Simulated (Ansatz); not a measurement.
Start from `CNCS` and change one atom or group to get `[SiH3]NCS`.

Ansatz, PBE0-D4/def2-TZVP geometries, multiplicity 1. Each molecule was computed in one conformer, which needn't be the lowest.

```json
{"property": "LUMO energy (ωB97M-V/def2-TZVPP) / eV", "`CNCS`": "2.18"}
{"property": "HOMO–LUMO gap (PBE0/def2-TZVPP) / eV", "`CNCS`": "7.06"}
{"property": "HOMO–LUMO gap (PBE/def2-TZVPP) / eV", "`CNCS`": "4.76"}
{"property": "LUMO energy (PBE/def2-TZVPP) / eV", "`CNCS`": "-0.50"}
{"property": "LUMO energy (B3LYP/def2-TZVPP) / eV", "`CNCS`": "0.14"}
{"property": "HOMO energy (PBE/def2-TZVPP) / eV", "`CNCS`": "-5.26"}
```

Give the same properties after the change, and the shifts. (Best estimate.)

The calculation gave: 
| property | `[SiH3]NCS` | shift |
| --- | --- | --- |
| LUMO energy (ωB97M-V/def2-TZVPP) / eV | 1.73 | -0.45 |
| HOMO–LUMO gap (PBE0/def2-TZVPP) / eV | 6.85 | -0.21 |
| HOMO–LUMO gap (PBE/def2-TZVPP) / eV | 4.69 | -0.07 |
| LUMO energy (PBE/def2-TZVPP) / eV | -0.84 | -0.34 |
| LUMO energy (B3LYP/def2-TZVPP) / eV | -0.21 | -0.35 |
| HOMO energy (PBE/def2-TZVPP) / eV | -5.53 | -0.27 |

With PBE0 the HOMO falls by 0.18 eV and the LUMO falls by 0.39 eV, so the gap narrows by about 0.21 eV. PBE moves the HOMO by -0.27 eV and ωB97M-V by -0.14 eV.

B3LYP here is the variant with VWN-RPA as its local correlation; programs differ in this.
